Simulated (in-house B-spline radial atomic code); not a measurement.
Ga7+: [Ne] 3s2 3p5 3d7 (an excited or competing configuration)

Computed with a B-spline radial code for spherical atoms: Dirac-Hartree-Fock, average of configuration, Fermi nucleus of rms radius 3.9973 fm.

Effective charges: Z_r = [3n² - l(l+1)]/(2<r>) from the radius, Z_e = n√(-2ε) from the energy, and Slater's rules. Values are occupation-weighted means over j.

```
shell  electrons   ε (eV)  <r> (bohr)    Z_r    Z_e  Slater
   1s          2   -10607     0.04857  30.88  27.92   30.70
   2s          2  -1499.9      0.2165  27.72  21.00   26.85
   2p          6  -1321.8      0.1905  26.25  19.71   26.85
   3s          2  -320.08      0.6263  21.56  14.55   20.10
   3p          5  -265.04      0.6394  19.55  13.24   20.10
   3d          7  -174.97       0.651  16.13  10.76   11.90
```

The least bound orbital is 3d5/2 at -174.7 eV, and it is also the most diffuse (<r> = 0.652 bohr).

Spin-orbit splittings of the orbital energies (j = l + 1/2 above j = l - 1/2 when positive): 2p 28.01 eV, 3p 4.222 eV, 3d 0.6218 eV.

For the 1s electron the small component carries 1.26 % of the norm, the zero-frequency Breit interaction raises the level by 14.61 eV, self-energy by 7.525 eV, and vacuum polarisation lowers it by 0.7116 eV.

The density falls to 0.001 bohr⁻³ at 1.974 bohr; Σ<r²> = 7.2386 bohr² gives, by the non-relativistic formula and without the paramagnetism of open shells, a Langevin diamagnetic susceptibility of -5.733×10⁻⁶ cm³/mol.
